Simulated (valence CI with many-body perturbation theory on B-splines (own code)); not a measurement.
Ta23+: what each term of the Hamiltonian does

Computed by valence CI with perturbative core correlation (CI+MBPT): four valence electrons over a frozen Dirac-Fock core [Kr] 4d10, radial functions for each j: 8 s, 8 p, 9 d, 9 f, 6 g, 3 h, 2 i, with the one-electron correlation potential Σ1, the two-electron term Σ2, the three-electron term Σ3, Breit, model QED; selected CI, second order for the rest (own B-spline code, finite nucleus).

No measured levels were compared; by estimate terms of the open shell hold to a few per cent of their energy, and close levels can change places. Core correlation moves these levels by up to 3700 cm⁻¹, and in measured spectra 5 to 20 % of such shifts remained as error; rates that hang on mixing are uncertain with them. Only levels of the ground parity were solved; by the run's estimate the other parity begins above the list, which can be wrong where configurations are misplaced.

Each rung adds one term. CI alone is the Dirac-Coulomb CI over the frozen core; QED comes last and gives the full result, which names the levels. Energies are above 4f4 5I_4 on the same rung, in eV.

Names give the largest LS component (configuration and term), which can be under half, so a name can repeat, a term be missing and a line seem to break the LS rules; names also repeat where a configuration has a term twice. Letters in brackets count levels of one name in rising energy.

```tsv
Level	CI alone	+ Σ1	+ Σ2	+ Σ3	+ Breit	Full
4f4 5I_5	1.506	1.554	1.644	1.652	1.529	1.538
4f4 5I_6	2.872	2.954	3.095	3.103	2.869	2.883
4f4 5I_7	4.052	4.154	4.308	4.308	3.987	4.004
4f4 5F_2	4.367	4.378	4.103	4.163	4.218	4.217
4f4 5F_1	4.782	4.835	4.674	4.746	4.716	4.724
4f4 5I_8	5.083	5.194	5.345	5.334	4.944	4.962
4f4 3G_4 [a]	5.208	5.242	5.139	5.135	5.093	5.097
4f4 5F_3	5.613	5.678	5.537	5.599	5.507	5.516
4f4 5S_2	6.172	6.244	5.979	6.033	5.961	5.971
4f4 5G_2	6.254	6.314	6.148	6.085	6.015	6.023
4f4 5G_3	6.513	6.571	6.329	6.382	6.334	6.341
4f4 3K_6 [a]	6.572	6.661	6.729	6.675	6.453	6.466
4f4 5F_5 [a]	7.074	7.166	7.079	7.115	6.933	6.946
4f4 3L_7	7.140	7.235	7.244	7.219	6.943	6.956
4f4 5F_4	7.201	7.312	7.242	7.289	7.105	7.121
4f4 3M_8	7.805	7.904	7.868	7.875	7.537	7.551
4f4 5G_4	8.517	8.632	8.510	8.524	8.348	8.364
4f4 5F_5 [b]	8.664	8.802	8.777	8.808	8.544	8.565
4f4 3D_2	8.599	8.712	8.677	8.712	8.571	8.587
```

Question: How does the ionisation energy move along the ladder, and which term matters most?

Answer: CI alone 667.77, + Σ1 671.12, + Σ2 679.43, + Σ3 679.48, + Breit 679.45, + QED 679.49 eV. The largest step is Σ2, 8.32 eV. NIST lists 700 ± 30 eV (theoretical).
